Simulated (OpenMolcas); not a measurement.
Ho3+: moving the ligands

Ho3+ with 6 ligands (chloride) in trigonal antiprismatic coordination (D3d) at 2.66 Å, a polar angle of 55.8° against the regular 54.74°. A charge of +0.5 e stands 3.2 Å behind each ligand. Ligand basis ANO-RCC-VDZP.
```
Ho    0.0000    0.0000    0.0000
Cl    0.0000    2.2008    1.4940
Cl   -1.9060   -1.1004    1.4940
Cl    1.9060   -1.1004    1.4940
Cl    0.0000   -2.2008   -1.4940
Cl    1.9060    1.1004   -1.4940
Cl   -1.9060    1.1004   -1.4940
```

* Program: OpenMolcas 26.06
* Method: CASSCF
* Basis: ANO-RCC-VDZP [7s6p4d2f1g]
* Scalar Hamiltonian: DKH2, point nucleus
* Active space: 10 electrons in 7 orbitals (4f)
* State averaging: 2S+1 = 5 even, 35 roots (30 in the spin-orbit step); 2S+1 = 3 even, 106 roots kept (CI in the orbitals of an earlier block); 2S+1 = 1 even, 31 roots kept (CI in the orbitals of an earlier block)
* Spin-orbit coupling: RASSI with atomic mean-field integrals over the reference wave functions

Runs around this geometry, states (labels of D3, the rotations of D3d). Energies in cm-1 above the lowest state or level, χT in cm3 K/mol.

```tsv
R (Å)	Ground state	First state of that spin	First gap with spin-orbit (degeneracies)	Width of lowest J	χT at 300 K
2.59	5A2	5E 66.3	3.6 (2, 1)	174	13.832
2.66	5A2	5E 54.7	2.9 (2, 1)	148	13.855
2.82	5A2	5E 35.3	1.8 (2, 1)	104	13.888
```

Taking the width of the lowest J multiplet as R^-n, n = -ln(104 / 174) / ln(2.82 / 2.59) = 6.0 between the shortest and longest distance.

High states are left out of the spin-orbit mixing, which shifts the levels that they would mix with. Without dynamic correlation the ligand-field splitting of an f shell can come out too small, at times by half. A group larger than the point group allows holds several states that coincide in this model. No measured value stands beside these numbers; the geometry was imposed, not optimised, and the real ion may take another.
